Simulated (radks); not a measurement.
Spin polarisation of the 5s1 shell in Sn3+. Start: [Kr] 4d10 5s(up 0.5, down 0.5); electrons of 5s are moved from spin down to spin up, other shells keep equal spins. Method: non-relativistic Kohn-Sham, PBE, spin-polarised, spherical densities, point nucleus; computed with a radial shooting solver on a logarithmic mesh with Libxc functionals.

| moment (Bohr magnetons) | E - E(0) (eV) | e(5s up) (eV) | e(5s down) (eV) | 4d down minus up (eV) | 4p down minus up (eV) | 4s down minus up (eV) |
|---|---|---|---|---|---|---|
| 0 | 0.000 | -34.567 | -34.567 | 0.000 | 0.000 | 0.000 |
| 0.25 | -0.017 | -34.703 | -34.431 | 0.070 | 0.031 | 0.024 |
| 0.5 | -0.068 | -34.837 | -34.293 | 0.140 | 0.063 | 0.049 |
| 0.75 | -0.153 | -34.969 | -34.144 | 0.210 | 0.095 | 0.074 |
| 1 | -0.277 | -35.096 | -33.928 | 0.280 | 0.126 | 0.098 |

At moment 1 the spin-polarisation energy is -0.277 eV and the 5s exchange splitting 1.168 eV, that is 1.168 eV per Bohr magneton; E = -I m^2/4 would give I = 1.106 eV.
